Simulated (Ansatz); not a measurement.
Basis-set extrapolation for CH5FOSSi, SMILES `OC[SiH](F)S` (PBE0-D4/def2-TZVP geometry, frozen core, the Gaussian-basis code of Ansatz). Multiplicity 1, RHF reference.

|  | def2-TZVPP | def2-QZVPP |
| --- | --- | --- |
| HF | -901.755191 | -901.785863 |
| MP2 correlation | -0.960985 | -1.042273 |
| CCSD(T) correlation | -1.038909 | not run |

Energies in hartree. Use E(X) = E(∞) + A·exp(−7.88·√X) for Hartree–Fock and E(X) = E(∞) + B·X^(−2.97) for correlation, with X = 3 and 4, and add CCSD(T) minus MP2 of the smaller set to the MP2 limit.

Q: What is the CCSD(T) energy at the basis-set limit?

A: HF limit: -901.785863 + (-0.030672) × 0.13774 = -901.79009. MP2 limit: -1.042273 + (-0.081288) × 0.74074 = -1.10249. Higher-order term: -1.038909 − (-0.960985) = -0.07792. Total: -902.97050 hartree, 463.1 kJ/mol below CCSD(T)/def2-TZVPP.
